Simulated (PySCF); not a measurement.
A mixed set of molecules. Computed with TDDFT CAM-B3LYP/def2-SVPD, vertical, gas phase, core orbitals frozen in the response in PySCF 2.14.0, density-fitted response routines. Geometries: GFN2-xTB; one conformer of each isolated species. Triplets are in the Tamm–Dancoff approximation. 'Strongest' means the level of largest summed f among the lowest 8 singlets; it needn't be the same kind of state in each.

Task: Rank by computed lowest singlet excitation energy, lowest first.
A. `C#C/C=C/C(=O)NC=C`
B. `CPC1CCCC1`
C. `C=C(C)P(=C)(C)C`
D. `C=C[PH](C)(C)C=C`

Result: C (4.32 eV), A (4.45 eV), D (5.36 eV), B (6.42 eV).

| SMILES | S1 (eV) | HOMO (eV) | α (au) | T1 (eV) | f (strongest) | strongest (eV) | S1 mainly |
| --- | --- | --- | --- | --- | --- | --- | --- |
| C=C(C)P(=C)(C)C | 4.32 | -6.37 | 103.0 | 3.56 | 0.11 | 4.32 | H→L (96%) |
| C#C/C=C/C(=O)NC=C | 4.45 | -8.10 | 109.3 | 3.01 | 0.66 | 4.73 | H-2→L (93%) |
| C=C[PH](C)(C)C=C | 5.36 | -7.43 | 101.5 | 4.54 | 0.37 | 7.41 | H→L+2 (95%) |
| CPC1CCCC1 | 6.42 | -8.07 | 94.8 | 5.41 | 0.13 | 7.43 | H→L (65%) |

H and L stand for HOMO and LUMO.

- `C=C(C)P(=C)(C)C`: Löwdin shares by element: HOMO carbon 54% or more, phosphorus 16%, hydrogen 15% or more; LUMO carbon 61% or more, hydrogen 13% or more (atoms not listed hold the other 26%).
- `C#C/C=C/C(=O)NC=C`: Löwdin shares by element: HOMO carbon 49% or more, nitrogen 24%, oxygen 6% (atoms not listed hold the other 22%); LUMO carbon 63% or more (atoms not listed hold the other 37%).
- `C=C[PH](C)(C)C=C`: Löwdin shares by element: HOMO carbon 40% or more, phosphorus 21%, hydrogen 9% or more (atoms not listed hold the other 31%); LUMO carbon 49% or more (atoms not listed hold the other 51%).
- `CPC1CCCC1`: Löwdin shares by element: HOMO phosphorus 62%, carbon 23% or more, hydrogen 7% or more; LUMO hydrogen 14% or more, carbon 13% or more, phosphorus 10% (atoms not listed hold the other 62%).
